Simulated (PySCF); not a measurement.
How the method changes the constants of MgAs⁺

State: ³Σ⁻ (triplet), unpaired electrons π ↑↑. Set-up: PySCF, scalar-relativistic core potentials, basis sets Mg aug-cc-pVDZ, As aug-cc-pVDZ-PP with ECP10. De refers to Mg⁺ + As in their high-spin ground configurations, without counterpoise correction. The functionals are run spin-unrestricted. A positive dipole points towards As; it is taken about the centre of mass and depends on that origin.

```
       Level  Re (Å)  ωe (cm⁻¹)  De (eV)  μ (D)
        ROHF   2.558        297    0.118  -9.71
    ROHF-MP2   2.552        305     1.01    n/a
ROHF-SCS-MP2   2.568        294     1.07    n/a
         PBE   2.574        280     1.70  -8.08
        BLYP   2.593        270     1.72  -7.90
      r²SCAN   2.554        285     1.46  -8.55
        PBE0   2.558        285     1.51  -8.46
       B97-3   2.567        283     1.65  -8.29
        MN15   2.581        273     1.50  -8.11
   CAM-B3LYP   2.544        288     1.49  -8.49
```

Task: What does a quarter of exact exchange do here, going from PBE to PBE0?

Result: PBE0 less PBE: -1.6 pm in Re, +1.8 % in ωe, -0.19 eV in De. Exact exchange removes part of the self-interaction that spreads semilocal densities, and in most molecules shortens and stiffens the bond and lowers De; so it does here.

Task: What does second-order correlation do here, going from ROHF to ROHF-MP2?

Result: ROHF-MP2 less ROHF: -0.6 pm in Re, +2.7 % in ωe, +0.89 eV in De. Correlation nearly always deepens the well. The bond shortens, as in weak, metallic or heavy-atom bonds, where dispersion and the correlation of outer-core electrons pull the atoms together.

Correlated steps freeze 5 core orbitals. Correlated levels converge slowly with the basis: in double zeta they bind strong bonds too weakly, by up to about 1 eV, and carry superposition errors of some tenths. Spin–orbit coupling is left out. For an ion De counts to the pair picked by the measured ionisation energies or electron affinities, which need not be the lowest pair at this level. UHF is strongly spin-contaminated for MgAs⁺, so the ROHF reference used there is far from stable. The state was picked by a PBE0 search and need not be the measured ground state.
